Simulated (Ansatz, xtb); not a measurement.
**Two isomers of C5H9NO**

We compare I, `C=C(C)/C=C(/N)O`, a singlet, with II, `[H]/N=C(/O)CC(=C)C`, a singlet. Both are isolated molecules in the gas phase, relaxed with r2SCAN-D4/def2-SVP; the shapes shown needn't be the lowest conformers.

I (Å):

```xyz
16

C     2.1564   -0.1462    2.1492
C     1.2840    0.6701    1.5100
C     0.5822    1.7691    2.2649
C     1.0216    0.4749    0.0910
C     0.2117    1.1901   -0.7338
N    -0.1414    0.8004   -2.0257
O    -0.3766    2.3581   -0.3642
H     2.3674   -0.0265    3.2154
H     2.6767   -0.9504    1.6192
H    -0.5122    1.6771    2.1779
H     0.8553    1.7403    3.3296
H     0.8359    2.7608    1.8594
H     1.5420   -0.3665   -0.3785
H     0.0462    1.5159   -2.7291
H     0.2620   -0.0884   -2.3063
H    -1.2116    2.4219   -0.8536
```

II (Å):

| atom | x (Å) | y (Å) | z (Å) |
| --- | --- | --- | --- |
| C | 0.5789 | -0.7312 | 1.6584 |
| C | -0.1695 | -0.1927 | 0.6828 |
| C | -0.3044 | 1.2901 | 0.4839 |
| C | -0.9136 | -1.0543 | -0.3035 |
| C | -0.2743 | -1.0745 | -1.6776 |
| N | 0.9228 | -0.7982 | -2.0044 |
| O | -1.1551 | -1.4760 | -2.6167 |
| H | 0.6568 | -1.8161 | 1.7831 |
| H | 1.1298 | -0.1033 | 2.3659 |
| H | -1.3575 | 1.6016 | 0.5965 |
| H | -0.0007 | 1.5778 | -0.5374 |
| H | 0.3035 | 1.8583 | 1.2021 |
| H | -0.9756 | -2.0989 | 0.0478 |
| H | -1.9548 | -0.7083 | -0.4278 |
| H | 1.4622 | -0.5319 | -1.1759 |
| H | -0.6507 | -1.5017 | -3.4486 |

Quicker runs give these differences E(II) − E(I): GFN2-xTB −9.0 kcal/mol; HF/STO-3G −13.2 kcal/mol (at GFN2-xTB geometries); r2SCAN-D4/def2-SVP//GFN2-xTB −8.9 kcal/mol.

Problem. Estimate E(II) − E(I) at the level CCSD(T)/def2-SVP + ΔMP2/def2-TZVPP.

Solution. Calculated at CCSD(T)/def2-SVP + ΔMP2/def2-TZVPP: E(II) − E(I) = −11.3 kcal/mol, so structure II lies lower.

How the difference moves with the method:

| level | geometry | E(II) − E(I) (kcal/mol) | departure from the last row (kcal/mol) | job, with rough time for the two |
| --- | --- | --- | --- | --- |
| GFN2-xTB | GFN2-xTB | −9.0 | +2.3 | optimisation, 0.49 s |
| HF/STO-3G | GFN2-xTB | −13.2 | −1.9 | single point, 1.6 s |
| r2SCAN-D4/def2-SVP//GFN2-xTB | GFN2-xTB | −8.9 | +2.4 | single point, 11 s |
| r2SCAN-D4/def2-SVP | r2SCAN-D4/def2-SVP | −8.4 | +3.0 | optimisation, 3.1 min |
| HF/def2-SVP | r2SCAN-D4/def2-SVP | −12.2 | −0.8 | part of the CCSD(T) run |
| MP2/def2-SVP | r2SCAN-D4/def2-SVP | −12.2 | −0.9 | part of the CCSD(T) run |
| CCSD(T)/def2-SVP | r2SCAN-D4/def2-SVP | −12.6 | −1.2 | single point |
| CCSD(T)/def2-SVP + ΔMP2/def2-TZVPP | r2SCAN-D4/def2-SVP | −11.3 |  | single point, 3.8 min |

As drawn, II has 1 C=N, 1 C–C, 1 C–H in place of 1 C=C, 1 C–N, 1 N–H.

None of the levels shown reverses the order. The largest departure from CCSD(T)/def2-SVP + ΔMP2/def2-TZVPP is that of r2SCAN-D4/def2-SVP, 3.0 kcal/mol. The last row adds to CCSD(T) the change of the MP2 difference between the two basis sets, here +1.2 kcal/mol.

With thermal terms from frequencies at re-optimised GFN2-xTB minima (ideal gas, soft modes damped towards free rotors, one conformer each, 298.15 K, 1 atm): on the last row, ΔE + ΔZPE = −10.9, ΔH = −11.0, ΔG = −11.2 kcal/mol.

The correlated steps freeze 7 core orbitals. Codes used: Ansatz 0.2.0, xtb 6.7.1; the last row on 2 threads of Intel(R) Xeon(R) Processor @ 2.50GHz (Skylake/Cascade Lake) on a shared host.
